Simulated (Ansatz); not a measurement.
Input file for Ansatz (a quantum-chemistry and plane-wave program): R-wB97X-V/def2-TZVPP on C2H6OSn (SMILES C=[CH][SnH2][OH]). Elements past Kr take the def2 small-core potentials; no spin–orbit coupling.

Ansatz 0.2 input:
```yaml
crystal:
  periodic: [false, false, false]
  atoms:
    - {symbol: C, position_ang: [-2.00667944, 0.05965179, 0.10682062]}
    - {symbol: C, position_ang: [-0.89924847, -0.12811865, -0.60253637]}
    - {symbol: Sn, position_ang: [1.02495456, 0.39849234, 0.13437502]}
    - {symbol: O, position_ang: [2.04367247, -1.30930576, 0.09312497]}
    - {symbol: H, position_ang: [-2.98601829, -0.21321142, -0.27531861]}
    - {symbol: H, position_ang: [-1.99417748, 0.48888021, 1.10350820]}
    - {symbol: H, position_ang: [-0.96708021, -0.56764656, -1.59265974]}
    - {symbol: H, position_ang: [0.90676287, 0.94281129, 1.75826629]}
    - {symbol: H, position_ang: [1.88030854, 1.51546785, -0.85086527]}
    - {symbol: H, position_ang: [2.99750547, -1.18702106, 0.12528490]}
basis:
  gaussian:
    orbitals: def2-TZVPP
hamiltonian:
  xc: {name: wB97X-V}
scf: {lower_state_search: off}
```

The head of its log:

```
WARN ansatz: RAYON_NUM_THREADS=1 ignored (pool sized by the plan → 1); use --threads N
Functional definition: wB97X-V
these checks for a lower state are left out or cut short: stability, starts, cluster_reference, orbital_swaps, neighbouring_geometries, increment
integrals: 0.18 GiB planned
1297 factors; their error is unknown
integrals: 0.22 GiB planned
315 factors; integrals over basis functions are off by at most 9.2e-6 eV
mean field: 1.51 GiB planned
mean field evaluation 1: about -10042.4419 eV, gradient 6.1e1 eV
mean field evaluation 2: about -10040.3992 eV, gradient 7.2e1 eV
```

Task: What total energy does the run end on?

Result: -369.3110 hartree.
